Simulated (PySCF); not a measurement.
Species: C4H8F2O2Si.
Numbering: `[F:1][CH:2]([F:3])[C@H:4]1[CH2:5][CH2:6][O:7][SiH2:8][O:9]1` (hydrogens: H10 on C2; H11 on C4; H12, H13 on C5; H14, H15 on C6; H16, H17 on Si8)

Structure used (PBE0-D3(BJ)/def2-SVP), in Å, numbered top down from 1:
```
atom  x, y, z in Å
F1     1.1463   -0.0035    1.7988
C2     1.5003   -0.8078    0.7629
F3     1.4696   -2.0831    1.2026
C4     0.5366   -0.6303   -0.4014
C5    -0.8927   -1.0830   -0.0969
C6    -1.6559   -0.1876    0.8724
O7    -1.6892    1.1535    0.4328
Si8   -0.3372    1.9089   -0.1595
O9     0.6096    0.7030   -0.8357
H10    2.5340   -0.5497    0.4766
H11    0.9326   -1.2674   -1.2115
H12   -1.4359   -1.1087   -1.0554
H13   -0.8668   -2.1132    0.2899
H14   -2.6976   -0.5381    0.9466
H15   -1.2185   -0.2471    1.8835
H16   -0.7393    2.8437   -1.2396
H17    0.4137    2.6368    0.9011
```

All values: PBE0/pcSseg-1 (PySCF, non-relativistic), on one gas-phase PBE0-D3(BJ)/def2-SVP geometry that isn't relaxed in the solvent. The solvent is an IEF-PCM continuum (van der Waals radii × 1.2). Specific hydrogen bonds and non-electrostatic terms are outside this model.

```
run  E − E(gas) (kcal/mol)  HOMO (eV)  HOMO–LUMO gap (eV)  dipole (D)
gas                   0.00      -7.97                8.73        1.48
  P                  -4.94      -7.92                8.66        2.00
  Q                  -2.23      -7.93                8.70        1.70
```

Problem. The runs were made in benzene and dimethylsulfoxide. Which run belongs to which solvent?

Solution. P = dimethylsulfoxide, Q = benzene. The dielectric constants are 2.271 (benzene), 46.83 (dimethylsulfoxide), and the energy falls further as ε rises. In this model the ground state sees the solvent through ε alone.

Problem. How constant is the ratio of the lowering to (ε − 1)/(2ε + 1)?

Solution. 
```tsv
solvent	(ε − 1)/(2ε + 1)	E − E(gas) (kcal/mol)	ratio (kcal/mol)	polarisation term (kcal/mol)
benzene	0.229	-2.23	-9.7	-2.34
dimethylsulfoxide	0.484	-4.94	-10.2	-5.48
```

The ratio changes by +4.7 % in size from benzene to dimethylsulfoxide. The polarisation term is half the interaction of the solute with the induced surface charges.
